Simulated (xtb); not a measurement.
C$_{6}$H$_{15}$In, singlet, at a GFN2-xTB geometry (such geometries of metal compounds can be far from the true shape); xtb with GFN1-xTB.

Here is a job for xtb.
```
$ xtb mol.xyz --gfn 1 --ohess --json

# file mol.xyz
22

In     0.07649762    -0.22200321     0.00693532
C      2.02672712     0.15771225    -1.13545282
C      2.36142183     1.63252338    -1.31068090
H      1.94066758    -0.33083748    -2.11056739
H      2.82357011    -0.35209405    -0.58529438
H      2.45995188     2.12575404    -0.34227827
H      1.58050189     2.14303965    -1.87522276
H      3.30396277     1.75910326    -1.84981189
C     -0.38833693    -2.35436143     0.69839517
C     -1.78872250    -2.44716336     1.28982773
H      0.35867416    -2.65031795     1.44040329
H     -0.28641149    -3.03119926    -0.15454106
H     -2.54125842    -2.18219544     0.54491415
H     -1.89692529    -1.76512216     2.13538012
H     -2.00419206    -3.45898083     1.64236480
C     -1.45686153     1.39454694     0.51776553
C     -1.14581916     2.75242261    -0.09509029
H     -1.50381275     1.47106885     1.60794101
H     -2.43115501     1.03525521     0.17402415
H     -1.10938311     2.68711054    -1.18368891
H     -0.18333376     3.12590196     0.25648098
H     -1.90969286     3.48758859     0.17147927
```

Output, abridged:

```
   ID    Z sym.   atoms
    1   49 In     1
    2    6 C      2, 3, 9, 10, 16, 17
    3    1 H      4-8, 11-15, 18-22

           -------------------------------------------------
          |                Calculation Setup                |
           -------------------------------------------------

           -------------------------------------------------
          |                 G F N 1 - x T B                 |
           -------------------------------------------------

          ...................................................
          :                      SETUP                      :
          :.................................................:
          :  # basis functions                  64          :
          :  # atomic orbitals                  63          :
          :  # shells                           45          :
          :  # electrons                        42          :
          :  # halogen bonds                     0          :
          :  max. iterations                   250          :
          :  Hamiltonian                  GFN1-xTB          :
          :  restarted?                      false          :
          :  GBSA solvation                  false          :
          :  PC potential                    false          :
          :  electronic temp.          300.0000000     K    :
          :  accuracy                    1.0000000          :
          :  -> integral cutoff          0.2500000E+02      :
          :  -> integral neglect         0.1000000E-07      :
          :  -> SCF convergence          0.1000000E-05 Eh   :
          :  -> wf. convergence          0.2000000E-04 e    :
          :  Broyden damping             0.4000000          :
          :  net charge                          0          :
          :  unpaired electrons                  0          :
          ...................................................

 iter      E             dE          RMSdq      gap      omega  full diag
   1    -22.4962562 -0.224963E+02  0.762E+00    4.09       0.0  T
   2    -22.5181721 -0.219159E-01  0.464E+00    4.06       1.0  T
   3    -22.5190411 -0.868998E-03  0.478E-01    4.09       1.0  T
   4    -22.5205294 -0.148836E-02  0.646E-02    4.05       1.0  T
   5    -22.5206086 -0.791790E-04  0.148E-02    4.07       1.4  T
   6    -22.5206123 -0.370528E-05  0.472E-03    4.07       4.5  T
   7    -22.5206125 -0.208000E-06  0.539E-04    4.07      39.6  T
   8    -22.5206125 -0.232334E-08  0.827E-05    4.07     257.7  T
   9    -22.5206125 -0.119087E-09  0.330E-05    4.07     645.1  T

   *** convergence criteria satisfied after 9 iterations ***

         :::::::::::::::::::::::::::::::::::::::::::::::::::::
         ::                     SUMMARY                     ::
         :::::::::::::::::::::::::::::::::::::::::::::::::::::
         :: total energy             -22.235442795166 Eh    ::
         :: gradient norm              0.016501205116 Eh/a0 ::
         :: HOMO-LUMO gap              4.069489095273 eV    ::
         ::.................................................::
         :: SCC energy               -22.520612506697 Eh    ::
         :: -> electrostatic           0.006863317975 Eh    ::
         :: repulsion energy           0.293052589604 Eh    ::
         :: dispersion energy         -0.007882878073 Eh    ::
         :: halogen bond corr.         0.000000000000 Eh    ::
         :: add. restraining           0.000000000000 Eh    ::
         :: total charge              -0.000000000000 e     ::
         :::::::::::::::::::::::::::::::::::::::::::::::::::::

      -----------------------------------------------------------
     |                   =====================                   |
     |                        A N C O P T                        |
     |                   =====================                   |
     |               Approximate Normal Coordinate               |
     |                Rational Function Optimizer                |
      -----------------------------------------------------------
      -----------------------------------------------------------
     |                   =====================                   |
     |                        A N C O P T                        |
     |                   =====================                   |
     |               Approximate Normal Coordinate               |
     |                Rational Function Optimizer                |
      -----------------------------------------------------------

          ...................................................
          :                      SETUP                      :
          :.................................................:
          :   optimization level            normal          :
          :   max. optcycles                   200          :
          :   ANC micro-cycles                  20          :
          :   degrees of freedom                60          :
          :.................................................:
          :   RF solver                   davidson          :
          :   write xtbopt.log                true          :
          :   linear?                        false          :
          :   energy convergence         0.5000000E-05 Eh   :
          :   grad. convergence          0.1000000E-02 Eh/α :
          :   maxmium RF displ.          1.0000000          :
          :   Hlow (freq-cutoff)         0.1000000E-01      :
          :   Hmax (freq-cutoff)         5.0000000          :
          :   S6 in model hess.         20.0000000          :
          ...................................................

generating ANC from exact Hessian ...
Using Lindh-Hessian (1995)
 Shifting diagonal of input Hessian by    1.0814615140517186E-002
 Lowest  eigenvalues of input Hessian
    0.010000    0.000000    0.000000    0.000000    0.000000    0.000000
    0.000000    0.010854    0.011174    0.011361    0.011388    0.011399
[...]
 * total energy  :   -22.2365520 Eh     change       -0.1109234E-02 Eh
 * total energy  :   -22.2369171 Eh     change       -0.3650627E-03 Eh
 * total energy  :   -22.2370045 Eh     change       -0.8742287E-04 Eh
 * total energy  :   -22.2370216 Eh     change       -0.1709365E-04 Eh
 * total energy  :   -22.2370391 Eh     change       -0.1749313E-04 Eh
 * total energy  :   -22.2370547 Eh     change       -0.1559778E-04 Eh
 * total energy  :   -22.2370669 Eh     change       -0.1223072E-04 Eh
 * total energy  :   -22.2370783 Eh     change       -0.1141748E-04 Eh
 * total energy  :   -22.2370893 Eh     change       -0.1094434E-04 Eh
 * total energy  :   -22.2370974 Eh     change       -0.8112657E-05 Eh
 * total energy  :   -22.2371035 Eh     change       -0.6133270E-05 Eh
 * total energy  :   -22.2371082 Eh     change       -0.4682000E-05 Eh
   *** GEOMETRY OPTIMIZATION CONVERGED AFTER 13 ITERATIONS ***
         :: total energy             -22.237108219670 Eh    ::
[...]
  57:  1.99  58:  1.44  59:  1.43  60:  1.41  61:  1.84  62:  1.84  63:  1.82  64:  1.99
  65:  1.99  66:  1.99
 IR intensities (km·mol⁻¹)
   1:  0.00   2:  0.00   3:  0.00   4:  0.00   5:  0.00   6:  0.00   7:  0.05   8:  0.01
   9:  0.01  10:  1.24  11:  1.46  12:  1.31  13:  2.02  14:  1.25  15:  0.54  16:  2.46
  17:  2.21  18: 33.81  19: 15.44  20:106.55  21:148.86  22:  1.20  23:  3.28  24:132.95
  25:  0.02  26:  0.01  27:  0.03  28: 17.40  29:  1.91  30: 22.31  31:  3.58  32:  4.91
  33: 11.07  34:  6.19  35:  9.92  36: 18.73  37:  0.83  38:  3.97  39:  2.68  40:  5.55
  41:  4.37  42:  9.76  43:  3.45  44:  7.64  45:  8.36  46: 12.90  47:  0.51  48:  7.52
  49: 11.57  50:  9.22  51:  0.98  52: 66.03  53: 11.76  54: 48.40  55: 39.08  56: 41.12
  57: 31.19  58: 79.94  59:149.11  60:  3.06  61:  7.72  62: 59.66  63: 11.80  64: 48.50
  65:  3.76  66: 82.51
 Raman intensities (Ä⁴*amu⁻¹)
   1:  0.00   2:  0.00   3:  0.00   4:  0.00   5:  0.00   6:  0.00   7:  0.00   8:  0.00
   9:  0.00  10:  0.00  11:  0.00  12:  0.00  13:  0.00  14:  0.00  15:  0.00  16:  0.00
  17:  0.00  18:  0.00  19:  0.00  20:  0.00  21:  0.00  22:  0.00  23:  0.00  24:  0.00
  25:  0.00  26:  0.00  27:  0.00  28:  0.00  29:  0.00  30:  0.00  31:  0.00  32:  0.00
  33:  0.00  34:  0.00  35:  0.00  36:  0.00  37:  0.00  38:  0.00  39:  0.00  40:  0.00
  41:  0.00  42:  0.00  43:  0.00  44:  0.00  45:  0.00  46:  0.00  47:  0.00  48:  0.00
  49:  0.00  50:  0.00  51:  0.00  52:  0.00  53:  0.00  54:  0.00  55:  0.00  56:  0.00
  57:  0.00  58:  0.00  59:  0.00  60:  0.00  61:  0.00  62:  0.00  63:  0.00  64:  0.00
  65:  0.00  66:  0.00
 output can be read by thermo (or use thermo option).
 writing <g98.out> molden fake output.
 recommended (thermochemical) frequency scaling factor: 1.0
           -------------------------------------------------
          |             Thermodynamic Functions             |
           -------------------------------------------------
Molecule has no symmetry elements
It seems to be the C1 point group

c1  symmetry found (for desy threshold:  0.10E+00) used in thermo

          ...................................................
          :                      SETUP                      :
          :.................................................:
          :  # frequencies                          60      :
          :  # imaginary freq.                       0      :
          :  linear?                             false      :
          :  only rotor calc.                    false      :
          :  symmetry                               c1      :
          :  rotational number                       1      :
          :  scaling factor                  1.0000000      :
          :  rotor cutoff                   50.0000000 cm⁻¹ :
          :  imag. cutoff                  -20.0000000 cm⁻¹ :
          :.................................................:

    mode    ω/cm⁻¹     T·S(HO)/kcal·mol⁻¹    T·S(FR)/kcal·mol⁻¹   T·S(vib)
   ------------------------------------------------------------------------
       1     16.38    -2.09623 (  1.14%)    -1.38654 ( 98.86%)    -1.39462
       2     18.49    -2.02453 (  1.83%)    -1.35074 ( 98.17%)    -1.36311
       3     22.98    -1.89586 (  4.27%)    -1.28646 ( 95.73%)    -1.31247
       4     52.87    -1.40337 ( 55.56%)    -1.03981 ( 44.44%)    -1.24182
       5     54.54    -1.38510 ( 58.60%)    -1.03063 ( 41.40%)    -1.23836
       6     66.07    -1.27226 ( 75.30%)    -0.97384 ( 24.70%)    -1.19855
       7    180.67    -0.69215 ( 99.42%)    -0.67593 (  0.58%)    -0.69205
       8    188.26    -0.66931 ( 99.50%)    -0.66374 (  0.50%)    -0.66929
       9    190.39    -0.66308 ( 99.53%)    -0.66040 (  0.47%)    -0.66307
      10    196.35    -0.64610 ( 99.58%)    -0.65128 (  0.42%)    -0.64612
      11    208.31    -0.61373 ( 99.67%)    -0.63377 (  0.33%)    -0.61379
      12    224.25    -0.57379 ( 99.75%)    -0.61192 (  0.25%)    -0.57388
   ------------------------------------------------------------------------

   temp. (K)  partition function   enthalpy   heat capacity  entropy
                                   cal/mol     cal/K/mol   cal/K/mol   J/K/mol
 298.15  VIB  0.430E+07             6631.310     32.593     44.785
         ROT  0.746E+06              888.752      2.981     29.853
         INT  0.321E+13             7520.062     35.574     74.639
         TR   0.278E+28             1481.254      4.968     41.795
         TOT                        9001.3162    40.5419   116.4334   487.1574

       T/K    H(0)-H(T)+PV         H(T)/Eh          T*S/Eh         G(T)/Eh
   ------------------------------------------------------------------------
    298.15    0.143445E-01    0.203255E+00    0.553213E-01    0.147934E+00
   ------------------------------------------------------------------------

         :::::::::::::::::::::::::::::::::::::::::::::::::::::
         ::                  THERMODYNAMIC                  ::
         :::::::::::::::::::::::::::::::::::::::::::::::::::::
         :: total free energy         -22.089174538176 Eh   ::
         ::.................................................::
         :: total energy              -22.237108219670 Eh   ::
         :: zero point energy           0.188910446499 Eh   ::
         :: G(RRHO) w/o ZPVE           -0.040976765004 Eh   ::
         :: G(RRHO) contrib.            0.147933681495 Eh   ::
         :::::::::::::::::::::::::::::::::::::::::::::::::::::

optimized geometry written to: xtbopt.xyz

           -------------------------------------------------
          | TOTAL ENERGY              -22.237108219670 Eh   |
          | TOTAL ENTHALPY            -22.033853262770 Eh   |
          | TOTAL FREE ENERGY         -22.089174538176 Eh   |
          | GRADIENT NORM               0.000124470879 Eh/α |
          | HOMO-LUMO GAP               4.049887692495 eV   |
           -------------------------------------------------

normal termination of xtb
```
